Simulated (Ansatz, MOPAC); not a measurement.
CH$_{2}$F$_{3}$O$_{2}$Sb, SMILES `F[C](F)([Sb]([OH])[OH])F` (H–O–Sb–O torsion 53°, O–Sb–O–H torsion 98°), neutral singlet in the gas phase. In the def2 sets core potentials replace the inner electrons of Sb.

Cartesian coordinates (Å):
```xyz
9

O     -0.9823     1.8194    -0.0528
Sb    -0.9677     0.0277    -0.9119
O     -1.4301    -1.1010     0.6698
C      1.1843    -0.2801    -0.3688
F      1.5084    -1.5690    -0.2107
F      1.4737     0.3627     0.7824
F      1.9888     0.2305    -1.3222
H     -0.4003     1.8223     0.7254
H     -2.3747    -1.3124     0.6888
```
Charge 0, spin multiplicity 1.

All levels are single points at this geometry (B3LYP-D3(BJ)/def2-SVP); Pople sets use spherical d functions. Orbital energies aren't observables, and empty levels follow the basis.

```
level                                 HOMO (eV)  LUMO (eV)  gap (eV)  dipole (D)  vertical IE, Delta-SCF (eV)
------------------------------------  ---------  ---------  --------  ----------  ---------------------------
CAM-B3LYP-D3(BJ)/def2-TZVP in Ansatz      -9.56      -0.66      8.90        2.97                            –
PBE-D3(BJ)/def2-TZVP in Ansatz            -6.88      -2.23      4.65        2.48                         9.83
PBE0-D3(BJ)/def2-TZVP in Ansatz           -8.19      -1.54      6.65        2.74                        10.26
AM1 in MOPAC                             -10.43      -0.74      9.69        4.81                            –
PM3 in MOPAC                             -11.12      -1.76      9.37        4.88                            –
PM7 in MOPAC                             -11.04      -0.88     10.16        5.23                            –
```

Ansatz is a quantum-chemistry and plane-wave program.
